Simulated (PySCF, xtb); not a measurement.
C4H8BN, SMILES C1C=CCB1N. The values are those of a single conformer.

Harmonic wavenumbers (cm⁻¹) from xtb 6.7.1 with GFN2-xTB at its own minimum, in rising order: 104, 287, 321, 343, 517, 519, 598, 715, 727, 735, 752, 824, 878, 891, 1008, 1010, 1078, 1107, 1118, 1128, 1233, 1238, 1311, 1435, 1453, 1455, 1547, 1702, 2932, 2932, 2962, 2962, 3063, 3081, 3481, 3515.

Question: What does PySCF 2.14.0 with PBE-D3(BJ)/def2-SVP give at its own minimum? (Estimate from the structure and the level; the computed values follow.)

Answer: 84, 305, 340, 351, 515, 516, 546, 665, 717, 741, 741, 811, 875, 929, 940, 942, 1068, 1072, 1088, 1112, 1174, 1208, 1322, 1347, 1347, 1407, 1560, 1640, 2939, 2942, 2970, 2972, 3083, 3107, 3509, 3606. Paired by order, the mean absolute difference is 30 cm⁻¹ and the zero-point energies are 72.9 and 72.2 kcal/mol.
